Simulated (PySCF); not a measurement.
## Electron correlation in O²⁺ (oxygen, charge +2)

[He] 2s1 2p3, high-spin 5S determinant (an excited configuration). All numbers are calculated (PySCF 2.14, no relativity, point nucleus, in dyall-av2z (11s7p2d, 42 functions)). Frozen: 1s2; 4 electrons correlated; the 8 highest virtual orbitals of each spin left out.

MP2 pair energies summed by pair of shells (mhartree):

```tsv
pair	energy	share (%)
2p-2p	-18.49	79.3
2s-2p	-4.84	20.7
```

Total MP2 correlation energy: -23.32 mhartree.

Same-spin part -23.32 and opposite-spin part 0.00 mhartree; SCS-MP2 scales them by 1/3 and 6/5 to -7.77 mhartree.
